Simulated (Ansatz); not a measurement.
Isolated molecules relaxed with PBE0-D4/def2-TZVP in Ansatz; ΔE leaves out vibrations. CCSD(T)/CBS is the MP2 limit (def2-TZVPP, def2-QZVPP) plus CCSD(T) − MP2 in def2-TZVPP, frozen cores. Functionals use def2-TZVPP. For Ge outer-core shells are correlated without core-valence functions, which leaves a few kJ/mol of doubt a bond. Scalar relativity is left out up to krypton. Each species was taken in one conformer, which may not be the lowest.

Reaction (isomerisation): `CC[N](C)[Ge]([Cl])([Cl])[N](C)CC` → `CC(C)[NH][Ge]([Cl])([Cl])[NH]C(C)C`

`CC[N](C)[Ge]([Cl])([Cl])[N](C)CC`:

Z-matrix (Å, degrees):
```
C
C 1 1.519
H 1 1.092 2 110.5
H 1 1.093 2 110.1 3 119.8
H 1 1.092 2 111.9 3 -120.7
N 2 1.453 1 112.6 3 58.8
H 2 1.093 1 108.8 3 -61.8
H 2 1.101 1 109.8 3 -178.1
Ge 6 1.804 2 119.2 1 -141.5
C 6 1.449 2 114.7 1 72.7
Cl 9 2.159 6 107.0 2 45.9
N 9 1.818 6 111.7 2 169.4
Cl 9 2.163 6 111.4 2 -69.1
H 10 1.100 6 112.2 2 54.2
H 10 1.091 6 110.1 2 174.8
H 10 1.094 6 110.7 2 -66.5
C 12 1.460 9 117.8 6 -77.2
C 12 1.451 9 118.5 6 143.8
C 17 1.514 12 114.6 9 49.3
H 17 1.097 12 106.3 9 169.7
H 17 1.102 12 110.8 9 -75.4
H 18 1.100 12 112.9 9 83.1
H 18 1.095 12 108.9 9 -157.4
H 18 1.089 12 111.0 9 -38.6
H 19 1.091 17 112.3 12 -65.0
H 19 1.092 17 109.3 12 175.8
H 19 1.092 17 111.2 12 56.2
```

`CC(C)[NH][Ge]([Cl])([Cl])[NH]C(C)C`:

Cartesian coordinates in Å:
```
C -3.313 -0.582 -0.133
C -2.015 0.211 -0.089
C -2.274 1.709 -0.098
N -1.112 -0.136 -1.182
Ge 0.113 -1.441 -1.022
Cl 1.004 -1.573 -2.982
Cl -0.613 -3.419 -0.557
N 1.203 -1.040 0.349
C 1.984 0.194 0.375
C 3.357 0.027 -0.258
C 2.084 0.701 1.805
H -3.960 -0.324 0.709
H -3.118 -1.655 -0.103
H -3.862 -0.361 -1.055
H -1.487 -0.038 0.839
H -2.777 2.004 -1.024
H -1.336 2.263 -0.032
H -2.914 2.001 0.738
H -1.534 -0.058 -2.097
H 1.681 -1.831 0.759
H 1.419 0.930 -0.208
H 3.274 -0.315 -1.291
H 3.911 0.969 -0.250
H 3.945 -0.710 0.299
H 2.620 -0.020 2.430
H 2.629 1.648 1.847
H 1.092 0.849 2.234
```

| species | PBE-D4 energy (Eh) |
| --- | --- |
| `CC[N](C)[Ge]([Cl])([Cl])[N](C)CC` | -3344.31280 |
| `CC(C)[NH][Ge]([Cl])([Cl])[NH]C(C)C` | -3344.34349 |

(1) Work out ΔE.

Largest T1 diagnostic among the species: 0.010.

Answers

(1) ΔE = (-3344.34349) − (-3344.31280) = -0.03069 Eh = -0.84 eV. CCSD(T)/CBS gives -0.93 eV.

The D4 term adds +0.10 eV with B3LYP and +0.06 eV with PBE0; it sums over pairs of atoms, weighted by their polarisabilities, and B3LYP, whose exchange is more repulsive, gets the larger term. From PBE to PBE0 (25 % exact exchange), in def2-TZVPP and without D4, ΔE moves by −0.04 eV. Leaving LDA and LC-ωPBE aside and taking each functional with its dispersion term where it has one, the values, not all of them listed here, spread over 0.16 eV, from r2SCAN0-D4 to BLYP-D4. LDA lies +0.09 eV from PBE without D4.

B3LYP here is the variant with VWN-RPA as its local correlation; programs differ in this.
